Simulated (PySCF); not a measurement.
## Shifts of the heteroatoms

Geometry:
```
atom   x (Å)   y (Å)   z (Å)
  C1  -3.070   1.118  -0.718
  C2  -2.622  -0.215  -0.119
  C3  -1.136  -0.255   0.036
  C4  -0.337  -1.110  -0.578
  C5   1.155  -1.138  -0.441
  O6   1.607  -0.190   0.483
 Si7   3.080   0.307   0.897
  C8   3.997   0.981  -0.596
  N9   4.547   1.378  -1.520
 H10  -2.752   1.946  -0.088
 H11  -2.633   1.252  -1.705
 H12  -4.153   1.150  -0.810
 H13  -3.087  -0.338   0.863
 H14  -2.951  -1.037  -0.758
 H15  -0.711   0.495   0.689
 H16  -0.730  -1.871  -1.240
 H17   1.613  -0.946  -1.423
 H18   1.476  -2.140  -0.121
 H19   3.947  -0.764   1.395
 H20   2.754   1.388   1.809
```

Computed data (PySCF 2.14.0 with density-fitted response routines): coordinates at the GFN2-xTB level, σ from GIAO-PBE0/pcSseg-1. Fast rotation and ring inversion assumed for equivalent nuclei, isolated molecule, a single conformation, relativity neglected.

(1) Predict the 29Si NMR data.

(2) Predict the 15N NMR data.

(3) Predict the 17O NMR data.

## Answers

(1) 
| atoms | environment | σ (ppm) | δ (ppm) |
| --- | --- | --- | --- |
| Si7 | silicon bonded to C, O, 2 H | 407.2 | -54.7 |

Shieldings were converted by a linear fit to measured shifts: 29Si (scatter 8.9 ppm rms, 25.8 ppm with the 6 outliers that the fit left out vs TMS, solution or neat liquid). A few per cent of atoms miss by over 2 rms, more outside the fitted compound classes.

On a 500 MHz spectrometer 29Si resonates near 99.3 MHz, so 1 ppm is 99.3 Hz.

(2) 
```tsv
atoms	environment	σ (ppm)	δ (ppm)
N9	nitrile nitrogen	-94.1	-61.4
```

Shieldings were converted by a linear fit to measured shifts: 15N: δ = -148.07 − 0.921σ (rms 6.3 ppm, 71 shifts vs CH3NO2, solution or neat liquid). Occasional misses reach two or three times the rms, and more in compound classes unlike the fitted ones.

On a 400 MHz spectrometer 15N resonates near 40.5 MHz, so 1 ppm is 40.5 Hz.

(3) 
| atoms | environment | σ (ppm) | δ (ppm) |
| --- | --- | --- | --- |
| O6 | oxygen bonded to C, Si | 314.1 | -19.4 |

Shieldings were converted by a linear fit to measured shifts: 17O (scatter 10.7 ppm rms, 12.2 ppm with the 3 outliers that the fit left out vs liquid water, solution or neat liquid). A few per cent of atoms miss by over 2 rms, more outside the fitted compound classes.

On a 600 MHz spectrometer 17O resonates near 81.3 MHz, so 1 ppm is 81.3 Hz.
